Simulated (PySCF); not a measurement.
`OC1=CC=C(CS[SiH3])S1`, C₅H₈OS₂Si

Geometry (Å), atoms numbered from 1 in this order:
```xyz
17

O    -3.304    1.226   -0.246
C    -2.244    0.404   -0.121
C    -2.031   -0.747   -0.811
C    -0.824   -1.383   -0.444
C    -0.124   -0.729    0.519
C     1.179   -1.078    1.116
S     2.597   -0.780   -0.034
Si    2.400    1.316   -0.438
S    -0.951    0.730    1.000
H    -3.241    1.966    0.368
H    -2.717   -1.121   -1.548
H    -0.481   -2.302   -0.884
H     1.372   -0.505    2.022
H     1.239   -2.144    1.335
H     1.277    1.527   -1.346
H     3.677    1.651   -1.037
H     2.168    1.982    0.839
```

Computed with PySCF 2.14.0, GIAO HF/pcSseg-1 magnetisability, rotational g tensor and spin-rotation constants, non-relativistic, gas phase. Geometry: GFN2-xTB.

(1) Give the nuclear spin-rotation constants along the inertial axes (H = +C I·J) beside the isotropic shieldings.

Results:

(1) Rotational constants 1.9608, 0.6040, 0.5383 GHz. A star marks the isotopologue with that one atom substituted, in its own axes.
```tsv
atom	isotope	Caa (kHz)	Cbb (kHz)	Ccc (kHz)	mean (kHz)	σ (ppm)
H10	1H	-0.220	-0.019	-0.033	-0.090	27.8
H11	1H	-0.056	-0.050	-0.004	-0.036	25.7
H12	1H	-0.134	0.018	-0.037	-0.051	25.0
H13	1H	-0.217	-0.040	-0.002	-0.087	29.2
H14	1H	-0.198	0.022	-0.053	-0.077	28.2
H15	1H	-0.026	-0.060	-0.024	-0.037	28.5
H16	1H	0.015	-0.050	-0.042	-0.026	28.1
H17	1H	-0.179	-0.044	0.007	-0.072	28.1
O1	17O*	-0.222	-0.072	-0.066	-0.120	250.2
C2	13C*	0.922	0.192	0.162	0.425	21.3
C3	13C*	0.663	0.140	0.127	0.310	84.8
C4	13C*	0.729	0.194	0.128	0.350	57.3
C5	13C*	0.748	0.198	0.114	0.353	59.8
C6	13C*	0.278	0.091	0.073	0.147	166.8
S7	33S*	0.228	0.160	0.090	0.159	658.4
Si8	29Si*	-1.072	-0.298	-0.279	-0.550	441.1
S9	33S*	0.538	0.212	0.175	0.309	369.7
```
For the geometry as given, no vibrational averaging.
